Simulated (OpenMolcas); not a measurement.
## N³⁺: effect of the basis set

```yaml
Program: OpenMolcas
Method: "SS-RASPT2, IPEA 0.25 Eh, imaginary shift 0.1 Eh (closed shells correlated: 1s)"
Active_space: 2 electrons in 9 orbitals (RAS2 2s 2p; RAS3 3d, at most 2 electrons)
State_averaging: 2S+1 = 3 even, 3 roots; 2S+1 = 1 even, 7 roots; 2S+1 = 3 odd, 3 roots; 2S+1 = 1 odd, 3 roots
Spin-orbit_coupling: state interaction with AMFI integrals over the reference wave functions, term energies averaged over their components
```

A. ANO-RCC-VTZP [4s3p2d1f], DKH2, point nucleus; CASPT2 step about 5 core-seconds
B. ANO-R2 [4s4p2d1f], X2C, finite nucleus; CASPT2 step of the order of 6 core-seconds
C. ANO-RCC-VQZP [5s4p3d2f1g], DKH2, point nucleus; CASPT2 step about 5 core-seconds
D. ANO-RCC [8s7p4d3f2g], DKH2, point nucleus; CASPT2 step about 18 core-seconds

Energies in cm⁻¹ above 2s² ¹S₀, the measured ground level; measured values from Moore, Selected Tables of Atomic Spectra, NSRDS-NBS 3, section 4.

```
     Level       A       B       C       D  Measured
   2s² ¹S₀     0.0     0.0     0.0     0.0       0.0
2s 2p ³P°₀   67124   67428   67159   67231     67209
2s 2p ³P°₁   67193   67496   67227   67300     67272
2s 2p ³P°₂   67333   67631   67364   67438     67416
2s 2p ¹P°₁  131843  132057  131284  131174    130694
   2p² ³P₀  175823  176189  175629  175773    175535
   2p² ³P₁  175893  176257  175697  175842    175608
   2p² ³P₂  176029  176391  175833  175979    175733
   2p² ¹D₂  189672  190047  189300  189412    188882
   2p² ¹S₀  237559  237660  236365  236289    235369
```

Deviations, from unrounded energies. A percentage is the sum of absolute deviations over the sum of measured energies, with the sign that they share, or ± where signs differ.

| Against measurement | Levels | A | B | C | D |
| --- | --- | --- | --- | --- | --- |
| mean absolute deviation (cm-1) | 9 | 580 | 830 | 270 | 300 |
| other configurations (%) | 9 | ±0.4 | +0.6 | ±0.2 | +0.2 |

C lies closest to measurement on these levels and B furthest from it. The largest miss of C in the table is 2p² ¹S₀, by +1000 cm-1. The ranking rests on the paired levels alone, and a cruder setting can come out closer through cancelling errors.

Among A to D the level of the table that moves most is 2p² ¹S₀, by 1400 cm-1 (lowest in D, highest in B).

Active for correlation alone: 3d; no level in the range computed is led by a configuration that fills it, so any true level of that kind is missing. Measured partners are found by configuration, term and J. A level has none where our copy of the source lacks it or the pairing is in doubt (some pairs that miss far off the trend of their configuration count as doubtful), and it then counts in no deviation. Only configurations of the active space appear.

° marks odd parity.
